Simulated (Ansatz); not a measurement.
The cluster Hf2Si. Charge 0, multiplicity 1. Geometry r2SCAN-D4/def2-TZVP.

```xyz
3

Hf    1.427   -0.196   -0.298
Hf   -0.583    1.325    0.262
Si   -0.845   -1.129    0.036
```

In the def2 sets Hf takes a core potential; there is no spin–orbit coupling. HSE06 is defined as in plane-wave codes, on full-range PBE exchange. The restricted singlet is unstable towards broken spin symmetry at other levels; at PBE-D4/def2-TZVPD, r2SCAN0-D4/def2-TZVP, HSE06-D4/def2-TZVP, ωB97X-V/def2-TZVP this wasn't settled. At PBE0-D4/def2-TZVP the restricted singlet is unstable: a solution with broken spin symmetry lies lower. At PBE0-D4/def2-TZVP a triplet of charge 0 lies 0.43 eV below the restricted singlet, each at its own geometry. The structure comes from a short search, and lower isomers may exist.

Question: Estimate the orbital energies around the gap (eV) in Ansatz with PBE-D4/def2-TZVPD, PBE0-D4/def2-TZVP, r2SCAN0-D4/def2-TZVP, HSE06-D4/def2-TZVP, ωB97X-V/def2-TZVP.

Answer: 
| orbital | PBE-D4/def2-TZVPD | PBE0-D4/def2-TZVP | r2SCAN0-D4/def2-TZVP | HSE06-D4/def2-TZVP | ωB97X-V/def2-TZVP |
| --- | --- | --- | --- | --- | --- |
| HOMO−5 | -9.98 | -11.40 | -11.62 | -10.98 | -14.05 |
| HOMO−4 | -5.38 | -6.07 | -6.14 | -5.70 | -7.84 |
| HOMO−3 | -4.80 | -5.45 | -5.52 | -5.08 | -7.32 |
| HOMO−2 | -4.56 | -5.35 | -5.47 | -4.96 | -7.16 |
| HOMO−1 | -4.51 | -5.26 | -5.39 | -4.89 | -7.14 |
| HOMO | -3.34 | -4.03 | -4.13 | -3.66 | -5.77 |
| LUMO | -3.27 | -2.36 | -2.26 | -2.74 | -0.65 |
| LUMO+1 | -2.73 | -2.12 | -2.08 | -2.45 | -0.20 |
| LUMO+2 | -2.70 | -1.76 | -1.65 | -2.15 | 0.45 |
| LUMO+3 | -1.94 | -1.17 | -1.11 | -1.52 | 0.56 |
| LUMO+4 | -1.83 | -1.00 | -0.97 | -1.38 | 0.71 |
| LUMO+5 | -1.68 | -0.91 | -0.86 | -1.27 | 0.87 |
